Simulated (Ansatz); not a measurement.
An input meant for the cluster LiSn2 (charge 0, quartet; scaled by 1.25).

```yaml
crystal:
  periodic: [false, false, false]
  atoms:
    - {symbol: Li, position_ang: [0.580793, 1.640560, 1.151501]}
    - {symbol: Sn, position_ang: [-1.619145, -0.004011, -1.068513]}
    - {symbol: Sn, position_ang: [1.038352, -1.636537, -0.082988]}
basis:
  gaussian: {orbitals: def2-SVPD}
magnetization: {spin_polarized: true, initial_magnetization: 3}
hamiltonian: {xc: {name: HF}}
correlation: {active_space: {window: {electrons: 3, orbitals: 2}}}
accuracy: high
scf: {lower_state_search: light}
```

```sh
$ ansatz run in.yaml --threads 4 --pin off --events-out ev --progress --plain --max-ram 3916MiB
```

It prints (some lines left out):

```
Error: invalid value for `correlation.active_space`: it starts from restricted Hartree–Fock orbitals; set hamiltonian.xc: hf without magnetization.spin_polarized
```

In the def2 sets Sn takes a core potential; there is no spin–orbit coupling.
